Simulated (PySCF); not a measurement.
Compound: C6H11OS (charge +1).
SMILES with atom numbers: `[CH3:1][C:2]#[C:3][CH2:4][S+:5]([CH3:6])([CH3:7])=[O:8]` (hydrogens: H9, H10, H11 on C1; H12, H13 on C4; H14, H15, H16 on C6; H17, H18, H19 on C7)

Structure optimised with GFN2-xTB, isolated species.

Task: List the bond lengths, angles and torsions at this level.

Result: 
```csv
bond,length (bohr)
C1–C2,2.714
C2≡C3,2.272
C3–C4,2.715
C4–S5,3.459
"S5–C6, S5–C7",3.402
S5=O8,2.692
"C1–H9, C1–H10, C1–H11",2.058
"C4–H12, C4–H13",2.062
C6–H14 and 5 like bonds,2.051
```

Bonds in one row agree within 0.02 bohr and their mean is given. A selection of angles:
```csv
angle,degrees
C1–C2–C3,179.2
C2–C3–C4,179.6
C3–C4–S5,109.4
C4–S5–C6,107.1
C4–S5–O8,112.4
C6–S5–C7,106.2
C6–S5–O8,111.8
```

Torsions: C3–C4–S5–C6 57° (synclinal). The mirror-image conformer, all signs reversed, is as good.

The 3 C–C bonds span 1.202 Å (C2≡C3, drawn triple) to 1.437 Å (C3–C4, drawn single), a spread of 0.235 Å. The 3 C–S bonds span 1.800 Å (S5–C7, drawn single) to 1.831 Å (C4–S5, drawn single), a spread of 0.031 Å. Of the pairs four or more bonds apart, C3···H17 is among the closest relative to their van der Waals radii: 2.79 Å, 96 % of the sum of Bondi's values. S5 (sulfur bonded to 3 C and O) is tetrahedral (angles from 106.2° to 112.4°).

No frequency check.

These are computed values.
